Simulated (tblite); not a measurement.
Isomers of C7H9F. Method: GFN2-xTB as coded in tblite; computed harmonic values from a numerical Hessian at the method's own geometry, unscaled. The method is semi-empirical: single wavenumbers can be off by several per cent or more. One conformer each.

Electronic energies: GFN2-xTB at the same geometries; isomer energies are rough at this level and their order can be wrong.

| SMILES | electronic energy, lowest = 0 (kJ/mol) |
| --- | --- |
| CC/C(F)=C1\C=CC1 | 125.7 |
| C=CCC1=C(CF)C1 | 256.4 |
| C=C1C=C(F)CCC1 | 0.0 |
| C=C(C)C1=C(CF)C1 | 216.4 |
| FC[C@@H]1C[C@@H]2C=C[C@H]12 | 112.7 |
| CCC#C/C=C/CF | 159.0 |
| CC1=CC=C[C@]1(C)F | 25.9 |
| C=C[C@@H]1C=C(C)[C@@H]1F | 140.6 |
| C#C[C@@H]1[C@H](C)C[C@@H]1F | 136.9 |

Task: How do GFN2-xTB zero-point energies change the relative energies?

Result: 
```csv
SMILES,ZPE (kJ/mol),of it from modes above 1550 cm⁻¹,electronic (kJ/mol),"with ZPE, lowest = 0 (kJ/mol)",lowest mode (cm⁻¹),rings
C=C1C=C(F)CCC1,367.2,182.7,0.0,0.0,90,1
CC1=CC=C[C@]1(C)F,361.4,184.7,25.9,20.0,111,1
FC[C@@H]1C[C@@H]2C=C[C@H]12,367.5,172.4,112.7,113.0,72,2
CC/C(F)=C1\C=CC1,361.6,183.9,125.7,120.0,47,1
C#C[C@@H]1[C@H](C)C[C@@H]1F,361.9,177.6,136.9,131.6,54,1
C=C[C@@H]1C=C(C)[C@@H]1F,358.8,184.2,140.6,132.2,58,1
CCC#C/C=C/CF,356.1,185.3,159.0,147.9,18,0
C=C(C)C1=C(CF)C1,355.3,183.8,216.4,204.5,31,1
C=CCC1=C(CF)C1,355.8,183.7,256.4,245.1,22,1
```

The zero-point energies span 12.2 kJ/mol, from `C=C(C)C1=C(CF)C1` to `FC[C@@H]1C[C@@H]2C=C[C@H]12`. The order is unchanged.

Task: What do entropy and thermal enthalpy add at 298.15 K and 1 bar (rigid rotor, harmonic oscillator, one conformer each)?

Result: 
| SMILES | point group | symmetry number | S (J/(mol K)) | H − H(0) (kJ/mol) | ZPE + H − H(0) − TS (kJ/mol) |
| --- | --- | --- | --- | --- | --- |
| C=C1C=C(F)CCC1 | C1 | 1 | 351.3 | 21.77 | 284.2 |
| CC1=CC=C[C@]1(C)F | C1 | 1 | 365.0 | 24.10 | 276.6 |
| FC[C@@H]1C[C@@H]2C=C[C@H]12 | C1 | 1 | 350.6 | 21.02 | 283.9 |
| CC/C(F)=C1\C=CC1 | C1 | 1 | 379.1 | 24.80 | 273.3 |
| C#C[C@@H]1[C@H](C)C[C@@H]1F | C1 | 1 | 373.7 | 24.48 | 275.0 |
| C=C[C@@H]1C=C(C)[C@@H]1F | C1 | 1 | 381.9 | 25.16 | 270.1 |
| C=C(C)C1=C(CF)C1 | Cs | 1 | 405.6 | 27.20 | 261.6 |

Not tabulated: `CCC#C/C=C/CF` (lowest mode only 18 cm⁻¹); `C=CCC1=C(CF)C1` (lowest mode only 22 cm⁻¹).
